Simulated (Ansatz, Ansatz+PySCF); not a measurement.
```xyz
3

H    -0.0326    0.2697   -1.3604
Si    0.0393   -0.5013    0.0221
O     0.0107    0.3068    1.3072
```

Basis set: def2-SVP (spherical functions). Left uncorrelated: 6 orbitals. Correlation on ROHF uses semicanonical orbitals with singles. Charge 0, multiplicity 2.

Computed with Ansatz (development build ahead of 0.2.0); each method stands on the lowest determinant of its kind that the runs found.

The atomization energy at this shape (free ground-state atoms in the same class of orbitals less the molecule, no zero-point energy) of doublet SiHO:

```
 method  atomization energy
UHF-MP2     197.74 kcal/mol
   ROHF     119.83 kcal/mol
    UHF     117.96 kcal/mol
```

Question: What does ROHF-CCSD(T) give?

Answer: 189.43 kcal/mol.
